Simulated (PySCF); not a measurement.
Computed shifts of a molecule C5H4F2, B3LYP/pcSseg-1 in PySCF, GIAO, gas phase, atoms alike by connectivity averaged where their shifts nearly agree, in ppm (number of nuclei): ¹⁹F: -162.2 (1), -164.5 (1). ¹³C: 157.3 (1), 153.8 (1), 139.0 (1), 129.0 (1), 40.8 (1). ¹H: 6.71 (1), 6.14 (1), 3.34 (2). References: ¹⁹F against CFCl3 (σ = 161.7 ppm); ¹³C against TMS (σ = 181.3 ppm); ¹H against TMS (σ = 31.68 ppm), references at their B3LYP-D3(BJ)/def2-TZVP geometries, non-relativistic. Geometry: B3LYP-D3(BJ)/def2-SVP. Other conformers were not sampled.

**Question.** Which molecule gave these data?
(A) C=CC#CC(F)F
(B) FC=C=C/C=C/F
(C) FC1=C[C@H](F)C=C1
(D) FC1=C(F)CC=C1

**Answer.** D, FC1=C(F)CC=C1
